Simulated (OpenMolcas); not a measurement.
Ta2+.

* Program: OpenMolcas
* Method: CASSCF
* Basis: ANO-RCC-VTZP [8s7p5d3f2g1h]
* Scalar Hamiltonian: DKH2, point nucleus
* Active space: 3 electrons in 5 orbitals (5d)
* State averaging: 2S+1 = 4 even, 10 roots; 2S+1 = 2 even, 40 roots kept (CI in the orbitals of an earlier block)
* Spin-orbit coupling: RASSI with atomic mean-field integrals over the reference wave functions, term energies averaged over their components

Levels without dynamic correlation, in cm⁻¹ above 5d³ ⁴F_3/2:

```json
{"Level": "5d³ ⁴P_5/2", "E": "15850"}
{"Level": "5d³ ²G_7/2", "E": "14608"}
{"Level": "5d³ ²H_11/2", "E": "20508"}
{"Level": "5d³ ²D_5/2(1)", "E": "22515"}
{"Level": "5d³ ²F_7/2", "E": "29478"}
{"Level": "5d³ ²D_5/2(2)", "E": "44616"}
```

On this reference, MS-CASPT2, IPEA 0.25 Eh, imaginary shift 0.1 Eh (closed shells correlated: 5s 5p) puts 5d³ ⁴P_5/2 at 14530 cm⁻¹.

Estimate the other levels at that method by one scale factor, and say how well it serves.

The factor is 14530 / 15850 = 0.917. Scaled values beside those that MS-CASPT2 gives:
| Level | Scaled | MS-CASPT2 | Miss (%) |
| --- | --- | --- | --- |
| 5d³ ²G_7/2 | 13396 | 12690 | +5.6 |
| 5d³ ²H_11/2 | 18806 | 18910 | -0.6 |
| 5d³ ²D_5/2(1) | 20646 | 19120 | +8.0 |
| 5d³ ²F_7/2 | 27031 | 24910 | +8.5 |
| 5d³ ²D_5/2(2) | 40913 | 37550 | +9.0 |
For these levels the scaled values miss MS-CASPT2 by up to 9.0 %, as correlation changes each term by its own factor, spin-orbit parts do not scale and CASPT2 has its own spread within terms. This holds within one configuration; levels of others move differently, and the target method has errors of its own against measurement.

CASPT2 breaks the degeneracy within a term, and the mean is taken; among the terms shown or strongly mixed into the levels shown the widest spread is 610 cm-1 (5d³ ⁴F, MS-CASPT2). Configurations with an s electron lie low in 5d ions of this charge, fall among these levels and mix in, so low-spin terms can stand far too high, up to twice their true height, and weights are not those of the real levels. Terms from blocks run as CI alone lack orbitals of their own. Without dynamic correlation excited terms often stand tens of per cent too high (terms of higher spin than the ground term too low), and those without a measured partner can miss by more than the paired ones (holds for CASSCF). Only configurations of the active space appear.

A number in round brackets counts repeated terms of one configuration in the order of the reference energies.
